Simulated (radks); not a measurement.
Q: Valence configurations of Yb3+ (all share [Xe]). Calculated with a radial shooting solver on a logarithmic mesh with Libxc functionals: Dirac Kohn-Sham, PBE, spin-unpolarised, spherical densities, point nucleus; open shells are shared between the two j in proportion to 2j + 1. Order these by energy: 4f12 6p1; 4f11 6s2; 4f11 6p2; 4f13; 4f12 6s1; 4f12 6s0.5 6p0.5; 4f10.5 6s2 6p0.5; 4f12 5d1; 4f12.5 5d0.5; 4f11 5d2.

A: From the lowest, in eV above it: 4f13 0.000; 4f12.5 5d0.5 6.106; 4f12 5d1 13.622; 4f12 6s1 15.703; 4f12 6s0.5 6p0.5 18.969; 4f12 6p1 22.244; 4f11 5d2 33.247; 4f11 6s2 40.500; 4f11 6p2 54.785; 4f10.5 6s2 6p0.5 60.368. NIST lists [Xe] 4f13 as the ground configuration; this level of theory agrees among the configurations tried. The energies are those of spherical spin-averaged densities, not of single terms.
